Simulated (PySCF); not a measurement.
C3H8Cd, SMILES [CH3][Cd][CH2]C.

Geometry: B3LYP-D3(BJ)/def2-SVP. The structure was generated by enumeration; whether it is a known compound was not checked. The def2 effective core potentials stand for the cores of Cd; spin–orbit coupling is left out. Other conformers were not sampled.

Computed with PBE/def2-TZVP (PySCF).

Isolated molecule, no solvent.

```json
{
 "total_energy": "-286.74736 hartree",
 "highest_occupied_level": "-5.43 eV",
 "lowest_empty_level": "-0.83 eV",
 "orbital_gap": "4.60 eV",
 "dipole_moment": "0.16 D",
 "quadrupole, principal values (traceless, Buckingham form, about the centre of nuclear charge)": "-6.27, 2.66, 3.61 D·Å",
 "mean_static_polarisability": "75.2 bohr³ (11.14 Å³)",
 "polarisability_principal_values": "57.6, 60.8, 107.1 bohr³"
}
```
